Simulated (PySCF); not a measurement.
Ce(SH)3 at several levels of theory

Computed with PySCF 2.14.0 (density fitting, no spin-orbit coupling) at the geometry relaxed with BP86:

```xyz
7
Ce(SH)3 (singlet in the valence; each metal's 4f electrons, 1 of them, lie in its core potential, out of spins and levels)
Ce    0.0000    0.0000    0.5957
S     2.6399    0.4051    1.0049
H     2.9219   -0.9263    1.1404
S    -1.6707    2.0837    1.0049
H    -0.6588    2.9935    1.1404
S    -0.9691   -2.4887    1.0049
H    -2.2631   -2.0673    1.1404
```

```csv
level,basis,state,HOMO (eV),gap (eV),charge on Ce1 (e),population of f-type functions on Ce1 (polarisation alone where 4f lies in the core),dipole about the centre of mass (D),largest force component (eV/Å)
BP86,"Ce lcecp-1-SVP with ECP47, S def2-SVP, H def2-SVP",singlet,-6.17,3.14,0.73,0.03,2.16,0.01
revPBE,the same,singlet,-6.04,3.11,0.77,0.04,2.15,0.08
BLYP,the same,singlet,-5.84,2.86,0.67,0.03,2.13,0.19
wB97X,the same,singlet,-9.56,8.80,0.94,0.04,2.53,0.45
M06-L,the same,singlet,-6.22,3.95,1.10,0.03,2.39,0.47
```

In the lcecp rows the 4f levels are missing from HOMO and gap, and the state counts the valence alone.

Charges are Mulliken's, which hang on the basis. The relaxation used the grid (50, 194), these runs (75, 302) or, all-electron (x2c bases, spin-free X2C Hamiltonian), (99, 590).

Task: What does BP86 with Ce lcecp-1-TZVP with ECP47, S def2-TZVP, H def2-TZVP give here?

Result: state singlet, HOMO (eV) -6.28, gap (eV) 3.23, charge on Ce1 (e) 1.18, population of f-type functions on Ce1 (polarisation alone where 4f lies in the core) 0.05, dipole about the centre of mass (D) 2.26, largest force component (eV/Å) 0.22. Time: 15 s on 2 threads of Arm Neoverse V1 (shared host), from free ions and atoms.

In the first row's basis the gap widens with exact exchange: 2.9 to 3.9 eV for BLYP, revPBE, BP86, M06-L (none); 8.8 eV for wB97X (rising or full at long range).

An lcecp potential fixes the number of 4f electrons, so in runs with it no electron can move into or out of that shell.
